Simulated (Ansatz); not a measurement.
Z-matrix (Å, degrees):
```
Si
B 1 2.005
H 1 1.490 2 113.3
H 1 1.495 2 105.6 3 -117.8
H 1 1.489 2 113.5 3 124.3
Si 2 1.975 1 121.6 3 -136.1
H 2 1.197 1 118.9 3 38.5
Si 6 2.361 2 98.5 1 86.1
H 6 1.489 2 117.7 1 -158.4
H 6 1.489 2 115.0 1 -26.8
H 8 1.487 6 110.2 2 -56.9
H 8 1.487 6 110.5 2 63.2
H 8 1.488 6 109.8 2 -176.7
```

Charge 0, multiplicity 1.

Question: List the ωB97M-V/def2-TZVPP orbital energies in eV (Ansatz). (An estimate is asked.)

Answer: Ansatz gave: Occupied: -1807.02, -1806.66, -1806.64, -188.38, -148.13, -147.82, -147.77, -102.24, -102.23, -102.23, -101.95, -101.92, -101.90, -101.89, -101.88, -101.86, -19.16, -18.05, -16.87, -15.27, -12.92, -12.44, -12.18, -12.01, -11.86, -11.25, -10.58, -9.79. Lowest empty: -0.93, 1.75, 2.12, 2.20, 2.47, 2.60, 2.80, 3.11.
